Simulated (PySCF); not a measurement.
# UHF on Al⁺ (aluminium, charge +1)

Configuration: [Ne] 3d2, high-spin 3F determinant (an excited configuration). Calculation: PySCF 2.14, in aug-cc-pV(D+d)Z (5s4p3d, 32 functions); no relativity, point nucleus.

| Item | Value |
| --- | --- |
| Total energy | -240.782178 hartree |
| One-electron energy | -328.1045 hartree |
| Hartree (Coulomb) energy | 105.0138 hartree |
| Exchange energy | -17.6915 hartree |
| Kinetic energy | 240.51668 hartree |
| ⟨S²⟩ | 2.0000 |
| ⟨L²⟩ | 12.000 |
| Sum of ⟨r⟩ | 13.01 bohr |
| Sum of ⟨r²⟩ | 40.30 bohr² |
| Density at the nucleus (Gaussians lack the cusp) | 1360 bohr⁻³ |
| Spin density at the nucleus | -0.0242 bohr⁻³ |
| Langevin diamagnetic susceptibility | -31.9 ×10⁻⁶ cm³/mol |

```
shell  electrons  mean orbital energy (eV)  rms radius, mean of both spins (bohr)
 1s β          1                   -1611.5                                  0.139
 1s α          1                   -1611.5                                  0.139
 2s α          1                   -151.41                                  0.677
 2s β          1                   -151.37                                  0.677
 2p α          3                   -105.74                                  0.670
 2p β          3                   -105.69                                  0.670
 3d α          2                    -7.904                                   4.28
```

The outer electron is Rydberg-like, and this basis confines it to a smaller radius and binds it less than a complete one would.

Spin-orbit constants ζ (cm⁻¹) from the X2C one-electron operator on these orbitals (non-relativistic here): bare nucleus, nucleus screened by l(l+1)(2l+1)/3 electrons, and screened by the Breit-Pauli mean field of the electrons.

```tsv
shell	bare	screened nucleus	mean field
2p	2632	2227	2042
3d	4.170	0.9623	0.7070
```

To first order the Landé constant is A = 0.3535 cm⁻¹, so the lowest level has J = 2 and lies 0.000175 eV below the centre of the term. This holds in LS coupling only.
